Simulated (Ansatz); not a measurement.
**Worked example: a bond strength in C2H6AlF (SMILES [CH3][Al]([CH3])[F])**

C2H6AlF: 10 atoms, total charge 0, spin state singlet. SMILES: `[CH3][Al]([CH3])[F]`. Geometry: optimised at r2SCAN/def2-SVP.

| atom | x (Å) | y (Å) | z (Å) |
| --- | --- | --- | --- |
| C | -0.5684 | 1.4130 | -0.8618 |
| Al | -0.2905 | -0.4471 | -0.3656 |
| C | 0.7955 | -1.0923 | 1.1134 |
| F | -1.0556 | -1.6163 | -1.2905 |
| H | -1.1914 | 1.5296 | -1.7628 |
| H | -1.0575 | 1.9728 | -0.0447 |
| H | 0.3910 | 1.9272 | -1.0481 |
| H | 0.1896 | -1.6848 | 1.8213 |
| H | 1.2792 | -0.2842 | 1.6860 |
| H | 1.5913 | -1.7692 | 0.7560 |

Wanted: the dissociation energy of the F4–Al2 bond into doublet F and doublet C2H6Al (shapes relaxed at r2SCAN/def2-SVP, no zero-point term). 1 Eh = 2625.50 kJ/mol = 27.2114 eV. Totals in Eh; open shells run unrestricted unless said.

```tsv
level	program	C2H6AlF	doublet F	doublet C2H6Al
HF/def2-SVP	Ansatz	-420.462964	-99.284051	-320.984224
PBE/def2-SVP	Ansatz	-421.616191	-99.539757	-321.818698
CCSD(T)/def2-SVP, 8 core orbitals frozen	Ansatz	-421.059230	-99.434717	-321.379055
```

Problem. Work out the dissociation energy at each level.

Solution. 
1. HF/def2-SVP: (-99.284051) + (-320.984224) − (-420.462964) = 0.194689 Eh = 511.2 kJ/mol = 5.30 eV.
2. PBE/def2-SVP: (-99.539757) + (-321.818698) − (-421.616191) = 0.257736 Eh = 676.7 kJ/mol = 7.01 eV.
3. CCSD(T)/def2-SVP: (-99.434717) + (-321.379055) − (-421.059230) = 0.245458 Eh = 644.4 kJ/mol = 6.68 eV.

The levels span 511 to 677 kJ/mol; no measured value is set beside them. Hartree–Fock lacks the correlation of the electrons that are unpaired, so it comes out low. A bond enthalpy at 298 K also holds the loss of zero-point energy and thermal terms.
